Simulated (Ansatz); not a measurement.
The pair A = N2 (SMILES N#N) (first 2 atoms), B = H2S (SMILES S); geometry from B3LYP-D3(BJ)/def2-TZVP.
(charge 0, multiplicity 1):
```xyz
5

N      0.40773    -0.85729    -0.59431
N      0.18694     0.07187    -0.06743
S     -0.36782     0.44285     3.66211
H     -0.41587     1.04363     2.46287
H      0.95795     0.62679     3.76707
```

Correlated levels freeze the cores. MP2 and its Hartree–Fock in aug-cc-pV(Q+d)Z are density fitted.

Codes used: Ansatz (Gaussian basis) for Hartree–Fock, density functionals and correlated methods. Each number belongs to the level named beside it.

The counterpoise-corrected interaction energy is E(AB) − E(A in the pair's basis) − E(B in the pair's basis). Total energies (hartree):

```tsv
level	AB	A in the pair's basis	B in the pair's basis
HF/aug-cc-pV(T+d)Z	-507.7012198	-108.9859739	-398.7158480
MP2/aug-cc-pV(T+d)Z	-508.2757877	-109.3636960	-398.9110810
HF/aug-cc-pV(Q+d)Z	-507.7113558	-108.9927614	-398.7191965
MP2/aug-cc-pV(Q+d)Z	-508.3215341	-109.3926680	-398.9277958
CCSD(T)/aug-cc-pV(T+d)Z	-508.3251562	-109.3805850	-398.9437529
```

Question: Work out the counterpoise-corrected interaction energy at the basis-set limit: extrapolate the MP2 correlation part as X⁻³, take Hartree–Fock from the larger set, and add the CCSD(T) − MP2 difference of aug-cc-pV(T+d)Z.

Answer: 
1. Differences (1 hartree = 627.509 kcal/mol): HF/aug-cc-pV(T+d)Z 0.378; MP2/aug-cc-pV(T+d)Z -0.634; HF/aug-cc-pV(Q+d)Z 0.378; MP2/aug-cc-pV(Q+d)Z -0.672; CCSD(T)/aug-cc-pV(T+d)Z -0.513.
2. Correlation parts, MP2 less HF: -1.012 in aug-cc-pV(T+d)Z (X = 3), -1.049 in aug-cc-pV(Q+d)Z (X = 4).
3. Limit (4³·(-1.049) − 3³·(-1.012))/(4³ − 3³) = -1.077; with HF/aug-cc-pV(Q+d)Z it gives -0.699.
4. CCSD(T) less MP2 in aug-cc-pV(T+d)Z: 0.121.
Result: -0.58 kcal/mol, against -0.63 at MP2/aug-cc-pV(T+d)Z. It is an estimate of this method's limit, not of the exact value.

Ansatz is an electronic-structure program.
